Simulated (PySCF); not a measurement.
# From computed data to an observable: oscillator strength and radiative lifetime

Al(F)(Cl)(NH2) (AlClFH2N), SMILES [NH2][Al]([F])[Cl].

The structure is a stationary point at B3LYP-D3(BJ)/def2-SVP. Other conformers were not sampled.

PySCF with TDDFT-ωB97X/def2-SVPD puts the first singlet state with f over 0.02 at 6.33 eV (vertical), with the transition dipole (0.000, 0.000, -0.602) in atomic units.

Q: Find the oscillator strength, the wavelength and the radiative lifetime that this transition would have in vacuum if emission retraced absorption.

A: 
|μ|² = 0.3624 au, so |μ| = 1.53 D. ΔE = 6.33/27.211 = 0.2326 hartree. f = (2/3) ΔE |μ|² = 0.056 (the program prints 0.056).
λ = 1239.84/6.33 = 196 nm; ν = 51055 cm⁻¹.
Einstein's coefficient A = 0.6670 ν² f s⁻¹ (ν in cm⁻¹) = 9.8e7 s⁻¹, so τ = 1/A = 10 ns. This state is S1. The figure is the radiative limit of this one transition; relaxation, internal conversion, crossing to triplets and a medium change what is measured.
